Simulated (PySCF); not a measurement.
Calculation: PySCF 2.14.0 with PBE-D3(BJ)/def2-TZVP // PBE0-D3(BJ)/def2-SVP. Gas-phase values, no solvent. One relaxed conformer stands for a flexible species; it need not be the lowest. Excitations are Tamm–Dancoff values on a coarser integration grid. The basis has no diffuse functions, so Rydberg states are missing or too high.

Reference species (SMILES): `[OH][Ge]([OH])([OH])[OH]` (neutral, multiplicity 1).

- S1–T1 gap (TDA) = 0.31 eV
- T1 excitation (TDA) = 5.98 eV
- LUMO = -1.27 eV

Changed species: `C[O][Ge]([O]C)([O]C)[O]C` (4 of 4 OH replaced by OCH3; the reference has 0 of 4 OH replaced by OCH3).

Problem. Give the shifts of the S1–T1 gap (TDA), T1 excitation (TDA) and LUMO.

Solution. the S1–T1 gap (TDA) hardly moves; the T1 excitation (TDA) falls by 0.51 eV, to 5.47 eV; the LUMO rises by 0.44 eV, to -0.83 eV.
